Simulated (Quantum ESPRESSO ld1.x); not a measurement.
Values are calculated unless marked as measured or tabulated.
The tungsten ion W30+, configuration [Kr] 4d8. Level of theory: scalar-relativistic Kohn-Sham, LDA (Slater exchange, VWN5 correlation), spin-polarised, spherical densities, point nucleus; open shells are filled with parallel spins first (ld1.x of Quantum ESPRESSO 7.5).

Normalised radial functions P(r) = r R(r), r in bohr:

```
   r/bohr * 3d up, o 3d down, + 4p down (the largest magnitude, 2.42, reaches the edge; | marks zero, & curves that meet)
 0.001785                             &
  0.00258                             &
 0.003698                             &
 0.005342                             &+
 0.007658                             & +
  0.01106                             &  +
  0.01599                             |&  +
  0.02291                             | &   +
  0.03311                             |   &   +
  0.04745                             |       &
  0.06856                             |  +          &
  0.09827                        +    |                     &
    0.142                 +           |                          &
   0.2035                       +     |                       &
    0.294                             |          + &
   0.4214                             |   &               +
   0.6089                             |&          +
   0.8728                             &  +
    1.261                             &
```

3d up: eigenvalue -2907.4 eV, 0 radial nodes, <r> = 0.181 bohr, 90 % of the charge inside 0.281 bohr. 3d down: eigenvalue -2905.7 eV, 0 radial nodes, <r> = 0.181 bohr, 90 % of the charge inside 0.280 bohr. 4p down: eigenvalue -1404.5 eV, 2 radial nodes at r = 0.0796, 0.236 bohr, <r> = 0.436 bohr, 90 % of the charge inside 0.625 bohr.
